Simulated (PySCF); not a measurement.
CBr, SMILES Br[C] (connectivity only; charge and spin as stated), neutral, multiplicity 2. Atoms are numbered in the order given.

```xyz
2

C      0.0000     0.0000    -1.5625
Br     0.0000     0.0000     0.2679
```
Charge 0, spin multiplicity 2.

Geometry optimised at B3LYP-D3(BJ)/def2-TZVPD.

Calculation: PySCF with M06-2X/def2-TZVPD.

Mulliken values depend strongly on the basis, most of all with diffuse functions as here. ESP charges are fitted to the potential on shells at 1.4 to 2.0 van der Waals radii. Atomic charges (e):

```tsv
atom	Mulliken	meta-Löwdin	ESP fit	Mulliken spin
C1	-0.01	-0.17	-0.14	0.96
Br2	0.01	0.17	0.14	0.04
```
